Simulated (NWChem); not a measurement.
System: BeBrF; SMILES [F][Be][Br]

The following NWChem deck was run.

```
start job
memory heap 200 mb stack 900 mb global 1100 mb
geometry units angstroms noautosym nocenter noautoz
  Be     0.000000     0.000000     1.156386
  F      0.000000     0.000000     2.542201
  Br     0.000000     0.000000    -0.794495
end
basis spherical
  * library aug-cc-pvdz
end
dft
  xc b3lyp
  iterations 150
end
property
  response 1 0.0773
end
task dft property
```

All runs use the structure optimised with PBE0/def2-SVP. B3LYP is NWChem's, with the RPA form of VWN correlation.

Field at 589 nm.

Question: Give the results of this calculation. (B3LYP/aug-cc-pVDZ.) Quantities: isotropic polarisability (bohr³); anisotropy (bohr³).

Answer: 
| Quantity | Value |
|---|---|
| isotropic polarisability (bohr³) | 35.0 |
| anisotropy (bohr³) | 13.3 |
